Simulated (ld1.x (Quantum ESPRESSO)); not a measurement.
B: one change to a TM semilocal potential, before and after

```
Element                 : B
Generator               : ld1.x (Quantum ESPRESSO) 7.5
Type                    : norm-conserving Troullier–Martins (semilocal form)
Functional              : PBE
Relativity              : scalar-relativistic
Frozen core             : [He]
Valence charge          : 3
Reference configuration : 2s2 2p1
Partial waves           : 2p (bound): rc 2.70 bohr; 3d channel at 0.05 Ry: rc 2.40 bohr; 2s (bound): rc 1.50 bohr
Local potential         : the s channel
Core correction         : none
```

Change: wave 2s (bound): rc 1.50 bohr becomes 2s (bound): rc 1.98 bohr.

Cutoffs: the cutoffs (Ry, on a coarse ladder) from which the occupation-weighted sum of valence levels, in a spherical-Bessel basis at the reference potential, stays within 10 and 1 mRy of its value at 400 Ry; they do not see the model core or the augmentation charge, which bear on the density cutoff. Errors are all-electron minus pseudo energies relative to the spin-unpolarised reference configuration.

Predict the effect on cutoff, ghosts and configuration errors.

The potential gets softer (18 Ry and 50 Ry → 15 Ry and 30 Ry); of the 7 tests that both files solve, the error grows in 2 and shrinks in 2 by more than 15 % and 0.3 meV (median size 26.4 → 8.3 meV); neither file shows a bound ghost. A larger radius leaves more room for a smooth pseudo-wave, so fewer plane waves are needed. A semilocal file is local in each channel, so a ghost entry of none says nothing of the separable form that plane-wave codes build from it.

```csv
quantity,base,changed
"cutoff, loose",18 Ry,15 Ry
"cutoff, tight",50 Ry,30 Ry
loose cutoff by channel (10 mRy a level),"p 12 Ry, s 18 Ry","p 12 Ry, s 10 Ry"
bound ghosts,none,none
"error for 2s2 2p0, meV [ΔE 8.22 eV]",+60,+67
"error for 2s1 2p0, meV [ΔE 33.64 eV]",+204,+203
"error for 2s2 2p0.5, meV [ΔE 2.89 eV]",+7.0,+8.3
"error for 2s1 2p2, meV [ΔE 5.85 eV]",-4.8,-2.8
"error for 2s1 2p1, meV [ΔE 14.36 eV]",-38,-44
"error for 2s0 2p3, meV [ΔE 11.72 eV]",-26,+1.2
"error for 2s2 2p1.3, meV [ΔE -0.74 eV]",+0.2,+0.4
s: phases at 2.96 bohr within 0.05 rad from the reference energy up to (Ry; the scan ends near 5),1.4,1.0
p: phases at 2.96 bohr within 0.05 rad from the reference energy up to (Ry; the scan ends near 5),0.9,0.9
d: phases at 2.96 bohr within 0.05 rad from the reference energy up to (Ry; the scan ends near 5),4.1,4.1
```
